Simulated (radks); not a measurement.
Q: Radial electron density D(r) = 4 pi r^2 rho(r) of an atom or ion with 28 electrons. Method: Dirac Kohn-Sham, PBE, spin-unpolarised, spherical densities, point nucleus; computed with a radial shooting solver on a logarithmic mesh with Libxc functionals.

```
   r/bohr * D(r) (the largest magnitude, 45.5, reaches the edge; | marks zero)
 0.005747 |        *
 0.006479 |          *
 0.007306 |            *
 0.008171 |              *
 0.009213 |                *
  0.01039 |                    *
  0.01171 |                       *
   0.0131 |                          *
  0.01477 |                              *
  0.01665 |                                 *
  0.01878 |                                     *
    0.021 |                                        *
  0.02368 |                                           *
   0.0267 |                                             *
   0.0301 |                                              *
  0.03367 |                                               *
  0.03796 |                                              *
   0.0428 |                                            *
  0.04826 |                                          *
  0.05398 |                                        *
  0.06086 |                                      *
  0.06862 |                                     *
  0.07737 |                                      *
  0.08654 |                                        *
  0.09758 |                                           *
     0.11 |                                                *
    0.124 |                                                    *
   0.1387 |                                                      *
   0.1564 |                                                      *
   0.1764 |                                                   *
   0.1989 |                                              *
   0.2224 |                                        *
   0.2508 |                                 *
   0.2828 |                             *
   0.3188 |                           *
   0.3566 |                           *
   0.4021 |                              *
   0.4533 |                                *
   0.5111 |                                  *
   0.5717 |                                 *
   0.6446 |                              *
   0.7268 |                         *
   0.8195 |                   *
   0.9166 |              *
    1.033 |         *
    1.165 |     *
    1.314 |   *
    1.469 | *
    1.657 |*
    1.868 *
    2.106 *
    2.356 *
    2.656 *
```

What is the nuclear charge?

A: Z = 32. The innermost maximum, from 1s, lies near gamma/Z bohr with gamma = sqrt(1 - (Z/c)^2) = 0.972, here 0.0304 bohr (found: 0.0329), and its height grows with Z. The density is that of the germanium ion Ge4+ in [Ar] 3d10; the configuration itself is not fixed sharply by these data, and Z only to about a unit. D(r) has 3 maxima, at r = 0.0329, 0.148, 0.519 bohr, and minima at 0.0697, 0.327 bohr, inside which lie 2.10, 10.98 electrons.
